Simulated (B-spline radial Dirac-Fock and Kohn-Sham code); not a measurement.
Cl³⁺ 3p3/2: cross section and angular parameters

System: the Cl³⁺ ion, [Ne] 3s2 3p2; threshold 50.24 eV (orbital energy of the model). The computed values come from a radial atomic solver: Dirac-Hartree-Slater photoionisation with a Latter tail; cross sections with all multipoles, angular parameters from the dipole term and its interference with E2.

Input file task.json (cfg lists n, l and occupation; rrms is the nuclear radius in fm):

```json
{"items": [{
  "Z": 17,
  "q": 3,
  "cfg": [[1, 0, 2], [2, 0, 2], [2, 1, 6], [3, 0, 2], [3, 1, 2]],
  "A": 35,
  "rrms": 3.3654,
  "do": "xps",
  "hv": [60, 61.9, 75.5, 98.8, 100, 146.0, 150, 157.0, 162.0, 192.0, 258.0, 269.0, 300, 309.0, 380.0, 401.0, 403.0, 600, 619.0, 733.0, 803.0, 1253.6, 2450.0, 2510.0, 3050.0, 4000, 6040.0, 6930.0, 8047.8, 9870.0]
}]}
```

Run with: `python xray2_run.py task.json out`

For linearly polarised light dσ/dΩ = σ/(4π) [1 + β P₂(cos θ) + (δ + γ cos²θ) sin θ cos φ], with θ from the polarisation vector and φ the angle between the beam and the projection of the electron momentum on the plane normal to the polarisation.

```tsv
hν (eV)	σ (kb)	β	γ	δ
60	429	0.628	0.070	0.000
61.9	427	0.711	0.064	-0.002
75.5	396	1.091	0.021	-0.004
98.8	322	1.376	-0.015	-0.001
100	318	1.385	-0.016	-0.001
146	188	1.572	-0.012	0.003
150	180	1.579	-0.010	0.003
157	167	1.592	-0.008	0.003
162	159	1.600	-0.005	0.003
192	117	1.627	0.013	0.005
258	64.2	1.635	0.063	0.007
269	58.7	1.633	0.070	0.007
300	46.2	1.625	0.093	0.008
309	43.3	1.622	0.099	0.008
380	27.1	1.593	0.145	0.010
401	23.9	1.584	0.157	0.010
403	23.7	1.583	0.158	0.010
600	9.05	1.493	0.267	0.016
619	8.37	1.484	0.276	0.016
733	5.40	1.435	0.330	0.020
803	4.23	1.406	0.360	0.022
1253.6	1.21	1.241	0.511	0.038
2450	0.154	0.942	0.731	0.083
2510	?	?	?	?
3050	0.0756	0.840	0.796	0.105
4000	0.0305	0.716	0.872	0.137
6040	0.00730	0.540	0.984	0.199
6930	0.00447	0.486	1.019	0.223
8047.8	0.00260	0.429	1.055	0.252
9870	0.00123	0.358	1.104	0.296
```

Task: Give the values at 2510 eV.

Result: σ = 0.143 kb, β = 0.931, γ = 0.738, δ = 0.085.
